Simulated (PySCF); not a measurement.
**Correlation energy of Sb (antimony, neutral)**

Starting occupation: [Kr] 4d10 5s1 5p4, 5s1/2 with m_j = +1/2, 5p1/2 with m_j = +1/2, 5p3/2 with m_j = -1/2, +1/2, +3/2. Calculation: PySCF 2.14, in x2c-TZVPall-2c with one added diffuse shell each of s, p, d, f type (9s10p6d3f, 90 functions); X2C-1e with screened-nucleus spin-orbit coupling, Gaussian nucleus. Frozen: [Ar] 3d10; 23 electrons correlated; the 6 highest virtual spinors left out.

MP2 pair energies summed by pair of shells (mhartree):

| pair | energy | share (%) |
| --- | --- | --- |
| 4d-4d | -160.12 | 38.4 |
| 4d-5p | -66.89 | 16.0 |
| 4d-4p | -58.23 | 14.0 |
| 5p-5p | -51.27 | 12.3 |
| 4p-4p | -19.71 | 4.7 |
| 4d-5s | -15.46 | 3.7 |
| 4d-4s | -14.79 | 3.5 |
| 4p-4s | -9.76 | 2.3 |
| 5p-5s | -8.70 | 2.1 |
| 4p-5p | -6.11 | 1.5 |
| 4p-5s | -3.02 | 0.7 |
| 4s-4s | -1.64 | 0.4 |
| 4s-5p | -0.83 | 0.2 |
| 4s-5s | -0.34 | 0.1 |

Total MP2 correlation energy: -416.87 mhartree.

The GHF reference relaxed away from the jj start to a determinant that is no pure jj level (⟨S²⟩ = 3.79, ⟨J²⟩ = 8.81); the energies belong to that determinant.

This basis was not built for core-valence correlation, so the inner-shell part is incomplete.
